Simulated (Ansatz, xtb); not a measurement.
Relaxing a trial structure of C3H9OSi

The starting geometry of this gas-phase doublet was built from a drawn formula by distance geometry and a force field; its bonds are those of `C[SiH2][C@H](C)[O]`.

```
atom    x (Å)    y (Å)    z (Å)
   C  -1.5494  -0.6527   1.7513
   C   0.8871  -0.2586  -0.2500
   C   0.3969  -1.2767  -1.2820
   O   1.6951  -0.8975   0.5769
  Si  -0.6348   0.5726   0.6482
   H  -1.8995  -1.4676   1.1360
   H  -0.9276  -1.0229   2.5393
   H  -2.4369  -0.1559   2.2343
   H  -1.5561   1.1383  -0.3826
   H  -0.2112   1.7510   1.4864
   H   1.2485   0.5644  -0.8655
   H   1.1950  -1.7239  -1.8810
   H  -0.3414  -0.7954  -1.9852
   H  -0.1692  -2.1292  -0.7934
```

Problem. Predict what it relaxes into with r2SCAN-D4/def2-SVP.

Solution. It keeps its bonds, and is `C[SiH2][C@H](C)[O]`.

The energy falls by 0.44 eV over 7 steps:

```tsv
step	E − E(last) (eV)
1	0.440
2	0.066
3	0.020
4	0.005
5	0.000
6	0.000
7	0.000
```

Final geometry (Å):

```xyz
14

C    -1.5251   -0.6540    1.7464
C     0.8278   -0.2822   -0.2966
C     0.3472   -1.3017   -1.3292
O     1.4574   -0.7364    0.7675
Si   -0.6677    0.5944    0.6540
H    -1.9540   -1.4762    1.1527
H    -0.8013   -1.0828    2.4558
H    -2.3431   -0.1848    2.3157
H    -1.5803    1.1328   -0.4065
H    -0.0814    1.7244    1.4254
H     1.2918    0.6205   -0.7813
H     1.2227   -1.7723   -1.8073
H    -0.2627   -0.8333   -2.1174
H    -0.2350   -2.1025   -0.8466
```

From the same start GFN2-xTB ends elsewhere, at `C[CH]O[SiH2]C`.

No frequencies were run, so the end isn't proven a minimum. Open shells are spin-unrestricted. Run with Ansatz 0.2.0, 67 s on 2 threads of Arm Neoverse V1, with other jobs on the host.
